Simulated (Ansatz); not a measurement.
`B[C@H]1C[Si@H]1Cl`. Charge 0, multiplicity 1.

Cartesian coordinates in Å:
```
B -1.117 -0.744 -0.905
C -0.620 0.476 -0.186
C -0.026 0.474 1.246
Si 1.241 0.167 -0.019
Cl 2.131 -1.651 -0.225
H -1.051 -1.826 -0.392
H -1.528 -0.645 -2.025
H -0.779 1.461 -0.622
H -0.338 -0.365 1.861
H -0.048 1.423 1.770
H 2.134 1.231 -0.504
```

Q: Give the diagnostics of a CCSD(T)/def2-TZVPP run (frozen core, Ansatz 0.2.0). (An estimate is asked.)

A: Ansatz gave: T1 = 0.0107, largest single amplitude 0.013, largest double 0.025, (T) share of the correlation energy 4.3 %, 9 CCSD cycles. The RHF solution is stable towards an unrestricted one. T1 lies under the customary mark of 0.02 for closed shells.
